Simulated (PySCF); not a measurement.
A structure optimised at PBE-D3(BJ)/def2-SVP, used in a PySCF frequency run:

```
C
O 1 1.3852
H 2 0.9759 1 108.35
H 1 1.1075 2 107.95 3 -173.74
H 1 1.1170 4 109.32 2 -124.25
C 1 1.6101 4 107.07 5 -111.84
O 6 1.3221 1 109.67 4 -52.14
H 6 1.1297 7 115.48 1 -114.81
H 6 1.1316 8 108.60 7 131.82
```
Charge 0, spin multiplicity 2.

### Question
Write its SMILES and formula.

### Answer
[O]CCO, C2H5O2

### Question
What are its rotational constants (standard atomic weights)?

### Answer
17.676, 5.1560, 4.5778 GHz
